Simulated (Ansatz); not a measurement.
Cost and result up the ladder for ZrClF₃ (5 atoms). The state is a singlet with charge 0. Geometry: PBE-D4/def2-SVP.

Cartesian coordinates in Å:
```
Zr -0.069 0.004 0.044
Cl 1.913 -0.117 -1.220
F -1.203 -1.462 -0.385
F -0.984 1.628 -0.339
F 0.342 -0.053 1.901
```

Ansatz on 4 threads of Arm Neoverse V1 on a shared host. Times are rough, and most runs start from the orbitals of an earlier one. PBE0-D4/def2-TZVP serves as the yardstick here, not as an exact answer. Differences are given only for rows in sets of like size (and for xTB, whose basis is part of the method), since another set adds its own error. Binding counts from free atoms at the same level (Zr triplet, Cl doublet, F doublet; other spins of the atoms weren't run), without zero-point energy or a counterpoise term.

In the def2 sets Zr takes a core potential; there is no spin–orbit coupling. LC-ωPBE has ω = 0.4 bohr⁻¹. B3LYP takes the VWN-RPA correlation. Correlated methods freeze 8 core orbitals; core or outer-core shells of Zr are correlated, in sets that lack core-valence functions.

Correlated methods converge slowly with the basis.

| level | functions | wall time |
| --- | --- | --- |
| LDA (SPW92)/def2-TZVP | 170 | 0.96 s |
| PBE0-D4/def2-SVP | 91 | 1.3 s |
| HF/def2-TZVP | 170 | 1.3 s |
| MP2/def2-TZVP | 170 | 1.4 s |
| BLYP-D4/def2-TZVP | 170 | 1.8 s |
| PBE0-D4/def2-TZVP | 170 | 2 s |
| LC-ωPBE/def2-TZVP | 170 | 2.2 s |
| B3LYP-D4/def2-TZVP | 170 | 2.5 s |
| B2PLYP/def2-TZVP | 170 | 4.3 s |
| CCSD(T)/def2-TZVPP | 191 | 37 s |

(1) Estimate what each level gives for the binding energy per atom (eV).

## Answers

(1) 
| level | binding energy per atom (eV) | difference from PBE0-D4/def2-TZVP (eV) |
| --- | --- | --- |
| LDA (SPW92)/def2-TZVP | 5.85 | 0.84 |
| PBE0-D4/def2-SVP | 5.12 | – |
| HF/def2-TZVP | 3.72 | -1.29 |
| MP2/def2-TZVP | 5.22 | 0.21 |
| BLYP-D4/def2-TZVP | 5.14 | 0.13 |
| PBE0-D4/def2-TZVP | 5.01 | 0.00 |
| LC-ωPBE/def2-TZVP | 5.11 | 0.10 |
| B3LYP-D4/def2-TZVP | 5.01 | 0.00 |
| B2PLYP/def2-TZVP | 5.01 | 0.00 |
| CCSD(T)/def2-TZVPP | 4.98 | -0.03 |
